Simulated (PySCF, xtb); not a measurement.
BrH2InO2, SMILES [OH][In]([OH])[Br]. The values are those of a single conformer.

Harmonic wavenumbers (cm⁻¹) from GFN2-xTB run with xtb at its own minimum, in rising order: 78, 92, 115, 239, 258, 305, 428, 459, 695, 739, 3601, 3646.

### Question
What does PySCF with B3LYP-D3(BJ)/def2-SVP give at its own minimum? (The exact figures need the calculation; the answer reports its results.)

### Answer
90, 119, 120, 251, 266, 282, 589, 619, 825, 853, 3804, 3815. Paired by order, the mean absolute difference is 85 cm⁻¹ and the zero-point energies are 15.2 and 16.6 kcal/mol.
